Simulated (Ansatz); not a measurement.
```yaml
crystal:
  periodic: [false, false, false]
  atoms:
    - {symbol: Mg, position_ang: [-1.859393, -0.923083, -0.418462]}
    - {symbol: Mg, position_ang: [-0.792930, 1.877680, -0.093049]}
    - {symbol: Al, position_ang: [-0.330070, -1.084633, -2.454537]}
    - {symbol: Al, position_ang: [1.171632, -0.775400, -0.456475]}
    - {symbol: Al, position_ang: [1.533358, 1.406691, 1.417726]}
    - {symbol: Al, position_ang: [-0.532992, -0.248053, 1.881117]}
    - {symbol: O, position_ang: [0.698239, 0.579162, 2.787756]}
    - {symbol: O, position_ang: [2.309321, 0.163486, 0.461916]}
    - {symbol: O, position_ang: [1.257218, -1.598620, -2.016135]}
    - {symbol: O, position_ang: [-1.925493, -1.587203, -2.218316]}
    - {symbol: O, position_ang: [0.702189, 2.708867, 0.773348]}
    - {symbol: O, position_ang: [-0.273743, 0.374347, -1.345637]}
    - {symbol: O, position_ang: [-1.891778, 0.546980, 1.013950]}
    - {symbol: O, position_ang: [-0.092459, -1.446003, 0.703571]}
basis:
  gaussian: {orbitals: pcseg-2}
hamiltonian: {xc: {name: SPW92}}
scf: {lower_state_search: full}
```

```sh
$ ansatz run in.yaml --threads 6 --pin off --events-out ev --progress --plain --max-ram 7833MiB
```

Shortened log:

```
Functional definition: SPW92
2706 factors; their error is unknown
mean field evaluation 1: about -53344.7463 eV, gradient 1.9e2 eV
mean field evaluation 2: about -52847.0275 eV, gradient 4.4e2 eV
mean field evaluation 4: about -53389.7750 eV, gradient 9.3e1 eV
mean field evaluation 8: about -53404.6882 eV, gradient 1.4e0 eV
mean field evaluation 16: about -53404.6275 eV, gradient 3.4e-2 eV
mean field evaluation 32: about -53267.5625 eV, gradient 2.1e2 eV
mean field -53404.62754633 eV, -1962.5838633709 hartree, gradient 3.7e-5 eV, S^2 0.000000; 0 other end points of the search recorded, 0 dependent functions left out
reference -53404.62762466 eV, -1962.5838662494 hartree; 70, 70 occupied and 344, 344 virtual orbitals, 2706 factors
Total energy: -53404.62762466 eV, -1962.5838662494 hartree
```

It took 6.5 s on 6 threads of Intel Xeon on a shared host, peak host memory 1.4 GiB.
